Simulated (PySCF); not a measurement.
Geometry:
| atom | x (Å) | y (Å) | z (Å) |
| --- | --- | --- | --- |
| C1 | 2.607 | -0.237 | 0.069 |
| O2 | 1.669 | -0.986 | 0.823 |
| C3 | 0.399 | -0.605 | 0.703 |
| N4 | 0.035 | 0.353 | -0.027 |
| C5 | -1.315 | 0.750 | -0.138 |
| C6 | -2.472 | -0.192 | 0.075 |
| C7 | -2.284 | 0.684 | 1.014 |
| H8 | 3.586 | -0.650 | 0.303 |
| H9 | 2.396 | -0.327 | -0.998 |
| H10 | 2.557 | 0.819 | 0.344 |
| H11 | -0.249 | -1.239 | 1.323 |
| H12 | -1.401 | 1.552 | -0.866 |
| H13 | -2.995 | -1.026 | -0.325 |
| H14 | -2.532 | 1.103 | 1.958 |

All values are calculated (PySCF 2.14): GFN2-xTB geometry, shielding tensors at PBE0/pcSseg-1 (GIAO). Isolated molecule, equivalent nuclei averaged, non-relativistic Hamiltonian, a single conformation.

List the cross peaks expected in HSQC, COSY and HMBC spectra.

Answers



HSQC (one-bond C–H):
```
              δH             δC
      7.39 (H11)     157.7 (C3)
  7.26 (H13/H14)  122.2 (C6/C7)
      3.97 (H12)      29.8 (C5)
3.86 (H8/H9/H10)      55.3 (C1)
```

COSY cross peaks (H two or three bonds apart, from the bond graph; peaks can be absent where the dihedral angle is near 90°):
```
            δH          δH
7.26 (H13/H14)  3.97 (H12)
```

HMBC (two and three bonds, from the bond graph):
```
              δH                         δC
      7.39 (H11)       55.3 (C1), 29.8 (C5)
  7.26 (H13/H14)   122.2 (C6/C7), 29.8 (C5)
      3.97 (H12)  157.7 (C3), 122.2 (C6/C7)
3.86 (H8/H9/H10)                 157.7 (C3)
```

References, each an isolated molecule treated in the same way: TMS for ¹H (σ = 31.72 ppm) and ¹³C (σ = 186.93 ppm).

Shifts are as computed. Against solution values, carbons near 30 ppm lie about +3 ppm off and those near 130 ppm about +5 ppm. Of 1211 compounds with measured shifts, 218 miss one by over three times the rms of a fit or turn the order of signals round; such compounds aren't used in these exercises.
